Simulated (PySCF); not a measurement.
## Dipole response of Xe(3+) (xenon, charge +3)

[Kr] 4d10 5s2 5p3, high-spin 4S determinant. Calculation: PySCF 2.14, in aug-cc-pV5Z-PP with ECP28MDF (8s8p6d4f3g2h, 139 functions); a scalar-relativistic core potential. Coupled (time-dependent) response in atomic units; α is the mean over directions.

| method | mean α (bohr³) | C₆ (like pair) | S(−4) |
| --- | --- | --- | --- |
| UHF | 9.726 | 56.55 | 18.98 |
| PBE | 9.430 | 54.70 | 16.74 |

S(−4) is the Cauchy moment in α(ω) = α(0) + S(−4) ω² + …

α(iu) at UHF:

| u (hartree) | α(iu) (bohr³) |
| --- | --- |
| 0 | 9.726 |
| 0.0500 | 9.679 |
| 0.100 | 9.541 |
| 0.200 | 9.035 |
| 0.300 | 8.323 |
| 0.500 | 6.716 |
| 0.750 | 4.976 |
| 1.00 | 3.735 |
| 1.50 | 2.309 |
| 2.00 | 1.596 |
| 3.00 | 0.9351 |
| 5.00 | 0.4585 |

For an ion, C₆ is the dispersion term alone; charge-induced terms of lower order in 1/R come first.

Energies and moments cover only the electrons outside the core potential.
